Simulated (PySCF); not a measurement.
# Static response to an electric field

Species: C3H10O2Si.
Numbering: `[CH3:1][O:2][SiH:3]([CH3:4])[O:5][CH3:6]` (hydrogens: H7, H8, H9 on C1; H10 on Si3; H11, H12, H13 on C4; H14, H15, H16 on C6)

Structure used (PBE0-D3(BJ)/def2-SVP), in Å, numbered top down from 1:
```xyz
16
C3H10O2Si angstrom
C     -2.067   -0.959   -0.795
O     -1.238    0.163   -0.660
Si    -0.293    0.462    0.677
C      0.564    2.076    0.340
O      0.778   -0.790    0.918
C      1.795   -1.131    0.017
H     -2.378   -1.048   -1.848
H     -2.979   -0.869   -0.178
H     -1.553   -1.894   -0.510
H     -1.117    0.468    1.917
H      1.255    2.333    1.157
H     -0.171    2.888    0.239
H      1.138    2.024   -0.598
H      2.254   -2.078    0.340
H      2.591   -0.365   -0.017
H      1.414   -1.271   -1.011
```

Level: PBE0/def2-SVPD (PySCF), static field, nuclei fixed, core orbitals frozen in the response. The polarisability tensor in these axes (au):

```
x   74.19  2.23  0.65
y    2.23 72.86  3.07
z    0.65  3.07 64.70
```

Q: What are the eigenvalues, a third of the trace, and Δα (Δα² = ½Σ(αi − αj)² over the three pairs)?

A: Principal values 63.67, 71.71 and 76.37 au; mean 70.58 au = 10.46 Å³ = 11.64 × 10⁻⁴⁰ C²·m²/J; Δα = 11.12 au (16 % of the mean).

Q: What is the dipole moment, and where does it point?

A: (0.43, -0.02, -0.64) D, 0.77 D in size, pointing from the negative to the positive side. Measured along this direction, the outermost atoms are H10 at the negative end and H16 at the positive end.

Q: Sum over states: ᾱ = Σ f/ω², ω in Eh. What share falls to these 6 lowest TDDFT singlets (eV, f)? 7.50, 0.0011; 7.67, 0.0012; 7.80, 0.0054; 7.94, 0.0055; 8.11, 0.0033; 8.15, 0.0275.

A: They add up to 0.50 au, 0.7 % of the 70.58 au; the largest single term is 0.31 au, from the state at 8.15 eV. Terms in order: 0.02, 0.01, 0.07, 0.06, 0.04, 0.31 au. Higher excitations give the rest. The strengths listed sum to 0.044.

Q: Refractivity n − 1 of an ideal gas of it at 500 K and 1 atm, from the electronic α?

A: N = p/kT = 1.4678 × 10¹⁹ cm⁻³, so n − 1 = 2π × N × 10.46 × 10⁻²⁴ cm³ = 965 × 10⁻⁶ at long wavelengths.

Q: What depolarisation ratio follows for Rayleigh scattering of linearly polarised light, taking the static tensor?

A: ρ = 3Δα²/(45ᾱ² + 4Δα²) = 371.0/(224199 + 494.7) = 0.00165.

The structure is a single PBE0-D3(BJ)/def2-SVP conformer in the gas phase; no vibrational or solvent corrections.
